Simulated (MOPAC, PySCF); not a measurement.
C$_{4}$H$_{7}$NSi, SMILES `[nH]1cccc1[SiH3]`, neutral singlet in the gas phase. 

Z-matrix (Å, degrees):
```
C
N 1 1.3761
H 2 1.0037 1 125.07
C 2 1.3602 3 124.36 1 -179.91
C 4 1.3685 2 107.93 3 179.95
H 4 1.0767 2 121.33 3 -0.09
H 5 1.0768 4 125.92 6 0.01
C 1 1.3782 2 106.07 3 -179.93
H 8 1.0777 1 125.05 2 -179.97
Si 1 1.8454 2 125.42 3 0.02
H 10 1.4763 1 107.74 2 179.48
H 10 1.4821 11 109.48 1 -121.52
H 10 1.4821 11 109.50 12 -117.02
```
Charge 0, multiplicity 1.

All levels are single points at this geometry (CAM-B3LYP-D3(BJ)/def2-TZVP); Pople sets use spherical d functions. Orbital energies aren't observables, and empty levels follow the basis.

| level | HOMO (eV) | LUMO (eV) | gap (eV) | dipole (D) | vertical IE, Delta-SCF (eV) |
|---|---|---|---|---|---|
| CAM-B3LYP-D3(BJ)/def2-TZVP in PySCF | -7.56 | 1.36 | 8.92 | 1.68 | 8.27 |
| TPSSh-D3(BJ)/def2-TZVP in PySCF | -5.73 | -0.11 | 5.63 | 1.70 | 8.13 |
| B3LYP/6-311+G** in PySCF | -6.14 | -0.33 | 5.81 | 1.61 | – |
| B3LYP/6-31G* in PySCF | -5.78 | 0.59 | 6.37 | 1.72 | 8.01 |
| B3LYP/LANL2DZ in PySCF | -5.95 | 0.50 | 6.46 | 1.75 | – |
| BP86/6-31G* in PySCF | -5.10 | -0.24 | 4.86 | 1.74 | – |
| PBE/6-31G* in PySCF | -5.01 | -0.15 | 4.86 | 1.74 | 8.00 |
| SVWN5/6-31G* in PySCF | -5.15 | -0.31 | 4.84 | 1.74 | 8.20 |
| HF/3-21G in PySCF | -8.22 | 4.45 | 12.66 | 1.74 | – |
| HF/6-31G* in PySCF | -8.08 | 4.28 | 12.36 | 1.70 | 6.82 |
| AM1 in MOPAC | -8.81 | 1.09 | 9.90 | 1.83 | – |
| PM6 in MOPAC | -9.07 | 0.36 | 9.43 | 2.01 | – |
| PM7 in MOPAC | -9.09 | 1.03 | 10.12 | 2.16 | – |
